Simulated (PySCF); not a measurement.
## Electron correlation in P⁺ (phosphorus, charge +1)

[Ne] 3s2 3p2, high-spin 3P determinant. Computed with PySCF 2.14 in aug-cc-pVQZ-DK, with scalar relativity by spin-free X2C-1e. Frozen: [Ne]; 4 electrons correlated.

MP2 pair energies summed by pair of shells (mhartree):

| pair | energy | share (%) |
| --- | --- | --- |
| 3s-3p | -41.75 | 62.6 |
| 3s-3s | -18.19 | 27.3 |
| 3p-3p | -6.72 | 10.1 |

Total MP2 correlation energy: -66.66 mhartree.

Same-spin part -10.98 and opposite-spin part -55.68 mhartree; SCS-MP2 scales them by 1/3 and 6/5 to -70.48 mhartree.
